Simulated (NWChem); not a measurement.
System: CH$_{2}$NO, doublet; SMILES [NH]C=O

Input file for NWChem:

```
start job
memory heap 200 mb stack 900 mb global 1100 mb
geometry units angstroms noautoz
  N      0.186231    -1.136432    -0.026404
  C     -0.447246     0.035605     0.028772
  O      0.236876     1.087632    -0.014444
  H      1.175457    -1.071256     0.277846
  H     -1.561132     0.051025    -0.038100
end
basis spherical
  * library def2-svp
end
dft
  odft
  mult 2
  xc pw6b95
  iterations 150
  mulliken
end
task dft energy
```

All runs use the structure optimised with PBE-D3(BJ)/def2-SVP, spin-unrestricted. No stability test was run on the SCF state.

Q: What results follow from this input? (PW6B95/def2-SVP, spin-unrestricted.) Quantities: energy (Ha); highest occupied level (eV); lowest empty minus highest occupied level, either spin (eV); dipole (D); <S²>.

A: 
```
Property                                                       Value
-----------------------------------------------------------  -------
energy (Ha)                                                  -169.27
highest occupied level (eV)                                    -8.11
lowest empty minus highest occupied level, either spin (eV)     3.76
dipole (D)                                                      1.19
<S²>                                                           0.777
```
